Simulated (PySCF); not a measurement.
# Radial density of Co (cobalt, neutral)

B3LYP, [Ar] 3d7 4s2, high-spin 4F determinant. Computed with PySCF 2.14 in aug-cc-pVDZ-DK, with scalar relativity by spin-free X2C-1e.

```json
{"r (bohr)": "0.000997", "4πr²ρ (e/bohr)": "0.2425", "4πr²(ρα − ρβ)": "0.0000"}
{"r (bohr)": "0.00168", "4πr²ρ (e/bohr)": "0.6095", "4πr²(ρα − ρβ)": "0.0000"}
{"r (bohr)": "0.00282", "4πr²ρ (e/bohr)": "1.500", "4πr²(ρα − ρβ)": "0.0001"}
{"r (bohr)": "0.00474", "4πr²ρ (e/bohr)": "3.560", "4πr²(ρα − ρβ)": "0.0002"}
{"r (bohr)": "0.00798", "4πr²ρ (e/bohr)": "7.954", "4πr²(ρα − ρβ)": "0.0005"}
{"r (bohr)": "0.0134", "4πr²ρ (e/bohr)": "15.96", "4πr²(ρα − ρβ)": "0.0011"}
{"r (bohr)": "0.0226", "4πr²ρ (e/bohr)": "26.60", "4πr²(ρα − ρβ)": "0.0018"}
{"r (bohr)": "0.0380", "4πr²ρ (e/bohr)": "32.73", "4πr²(ρα − ρβ)": "0.0023"}
{"r (bohr)": "0.0639", "4πr²ρ (e/bohr)": "27.82", "4πr²(ρα − ρβ)": "0.0055"}
{"r (bohr)": "0.107", "4πr²ρ (e/bohr)": "27.54", "4πr²(ρα − ρβ)": "0.0371"}
{"r (bohr)": "0.181", "4πr²ρ (e/bohr)": "36.74", "4πr²(ρα − ρβ)": "0.2338"}
{"r (bohr)": "0.304", "4πr²ρ (e/bohr)": "21.00", "4πr²(ρα − ρβ)": "1.0718"}
{"r (bohr)": "0.511", "4πr²ρ (e/bohr)": "16.12", "4πr²(ρα − ρβ)": "2.6150"}
{"r (bohr)": "0.860", "4πr²ρ (e/bohr)": "15.39", "4πr²(ρα − ρβ)": "2.5973"}
{"r (bohr)": "1.45", "4πr²ρ (e/bohr)": "4.181", "4πr²(ρα − ρβ)": "1.0225"}
{"r (bohr)": "2.43", "4πr²ρ (e/bohr)": "1.231", "4πr²(ρα − ρβ)": "0.1605"}
{"r (bohr)": "4.09", "4πr²ρ (e/bohr)": "0.3309", "4πr²(ρα − ρβ)": "-0.0105"}
{"r (bohr)": "6.88", "4πr²ρ (e/bohr)": "0.01674", "4πr²(ρα − ρβ)": "-0.0023"}
{"r (bohr)": "11.6", "4πr²ρ (e/bohr)": "6.870e-05", "4πr²(ρα − ρβ)": "0.0000"}
```

Densities and radii are taken from the X2C orbitals without a picture-change correction, which distorts them close to the nucleus.

(1) Where is the radial spin density 4πr²(ρα − ρβ) most negative, and why is it negative at all?

## Answers

(1) Around r = 4.09 bohr, down to -0.0105 e/bohr: exchange with the open shell polarises the paired shells in an unrestricted calculation.
